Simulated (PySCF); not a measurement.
C₂H₈ClNSi.

```xyz
13

C     -0.8646    -0.8578    -1.5677
Si    -0.3494     0.0199     0.0000
C     -0.8646    -0.8578     1.5677
N     -1.0212     1.6110     0.0000
Cl     1.7681     0.0360     0.0000
H     -1.9616    -0.9481    -1.6185
H     -0.5201    -0.3082    -2.4584
H     -0.4255    -1.8666    -1.6088
H     -0.5201    -0.3082     2.4584
H     -1.9616    -0.9481     1.6185
H     -0.4255    -1.8666     1.6088
H     -0.9141     2.1861     0.8317
H     -0.9141     2.1861    -0.8317
```

Coordinates come from a B3LYP-D3(BJ)/def2-SVP optimisation. One conformer was computed; it need not be the lowest.

The numbers are results of PySCF with KT2/pcSseg-1, not measurements. Non-relativistic, no solvent.

Problem. Give the absolute GIAO shielding of each atom: isotropic value and principal components (ppm). (The exact figures need the calculation; the answer reports its results.)

Solution. 
```json
[
 {"atom": "C1", "σ(iso)": "180.1", "σ11": "169.5", "σ22": "178.7", "σ33": "192.2", "span": "22.7"},
 {"atom": "Si2", "σ(iso)": "338.0", "σ11": "326.2", "σ22": "335.5", "σ33": "352.2", "span": "26.0"},
 {"atom": "C3", "σ(iso)": "180.1", "σ11": "169.5", "σ22": "178.7", "σ33": "192.2", "span": "22.7"},
 {"atom": "N4", "σ(iso)": "219.7", "σ11": "206.6", "σ22": "208.4", "σ33": "244.1", "span": "37.5"},
 {"atom": "Cl5", "σ(iso)": "845.1", "σ11": "727.5", "σ22": "822.6", "σ33": "985.2", "span": "257.7"},
 {"atom": "H6", "σ(iso)": "30.9", "σ11": "26.6", "σ22": "28.1", "σ33": "38.0", "span": "11.5"},
 {"atom": "H7", "σ(iso)": "30.7", "σ11": "26.9", "σ22": "28.6", "σ33": "36.7", "span": "9.8"},
 {"atom": "H8", "σ(iso)": "30.9", "σ11": "27.0", "σ22": "28.8", "σ33": "36.9", "span": "9.9"},
 {"atom": "H9", "σ(iso)": "30.7", "σ11": "26.9", "σ22": "28.6", "σ33": "36.7", "span": "9.8"},
 {"atom": "H10", "σ(iso)": "30.9", "σ11": "26.6", "σ22": "28.1", "σ33": "38.0", "span": "11.5"},
 {"atom": "H11", "σ(iso)": "30.9", "σ11": "27.0", "σ22": "28.8", "σ33": "36.9", "span": "9.9"},
 {"atom": "H12", "σ(iso)": "30.3", "σ11": "24.0", "σ22": "26.8", "σ33": "40.1", "span": "16.1"},
 {"atom": "H13", "σ(iso)": "30.3", "σ11": "24.0", "σ22": "26.8", "σ33": "40.1", "span": "16.1"}
]
```
